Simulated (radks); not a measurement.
Results of a calculation; reference values are marked as such.
Correlation energies from several functionals, in hartree. Species: Pm28+ [Ar] 3d10 4s2 4p3; P [Ne] 3s2 3p3. Level of theory: non-relativistic Kohn-Sham, LDA (Slater exchange, Perdew-Wang correlation), spin-polarised, spherical densities, point nucleus (a radial shooting solver on a logarithmic mesh with Libxc functionals). Every spin shell is full or empty, so the densities are truly spherical. Functionals are evaluated on that one density, not self-consistently.

| functional | Pm28+ | P |
|---|---|---|
| PW92 | -3.8111 | -1.1123 |
| VWN5 | -3.8259 | -1.1181 |
| PZ | -3.8121 | -1.1075 |
| PBEsol | -2.1130 | -0.61535 |
| LYP | -1.8095 | -0.56758 |
| P86 | -2.2213 | -0.59461 |
| AM05 | -3.5425 | -1.0065 |
| OP (B88) | -1.7512 | -0.54326 |
| TPSS | -1.8362 | -0.52887 |
| revTPSS | -1.8515 | -0.54387 |
| r2SCAN | -1.8692 | -0.52834 |
| B95 | -2.5144 | -0.60009 |
